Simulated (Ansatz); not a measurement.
Reaction (ligand exchange at the Si–N bond): `N[SiH2][SiH](N)O` + H–F → `N[SiH](O)[SiH2]F` + NH₃

Isolated molecules relaxed with PBE0-D4/def2-TZVP in Ansatz; ΔE leaves out vibrations. CCSD(T)/CBS adds triple-zeta CCSD(T) − MP2 to the extrapolated MP2 energy (def2 sets, frozen cores). This one scheme is used for every species. DFT in def2-TZVPP. B3LYP here is the variant with VWN-RPA as its local correlation; programs differ in this. Each species was taken in one conformer, which may not be the lowest.

```csv
level,ΔE (kJ/mol),difference from CCSD(T)/CBS
PBE-D4,-80.0,1.9
r2SCAN-D4,-87.6,-5.7
PBE0-D4,-78.6,3.3
B3LYP-D4,-86.7,-4.8
ωB97M-V,-85.0,-3.1
PBE,-84.7,-2.8
r2SCAN,-88.9,-7.0
PBE0,-82.7,-0.8
B3LYP,-94.1,-12.2
HF/def2-TZVPP,-99.9,-18.0
MP2/def2-TZVPP,-79.5,2.4
SCS-MP2/def2-TZVPP,-85.2,-3.3
CCSD/def2-TZVPP,-84.3,-2.4
HF/def2-QZVPP,-101.5,-19.6
MP2/def2-QZVPP,-80.0,1.9
SCS-MP2/def2-QZVPP,-85.5,-3.6
CCSD(T)/CBS,-81.9,0
```

Largest T1 diagnostic among the species: 0.012.

The D4 term adds +7.5 kJ/mol with B3LYP and +4.1 kJ/mol with PBE0; it sums over pairs of atoms, weighted by their polarisabilities, and B3LYP, whose exchange is more repulsive, gets the larger term. In def2-TZVPP, CCSD(T) changes the Hartree–Fock value by +18.0 kJ/mol (the triples alone add +2.3 kJ/mol) and MP2 by +20.5 kJ/mol.
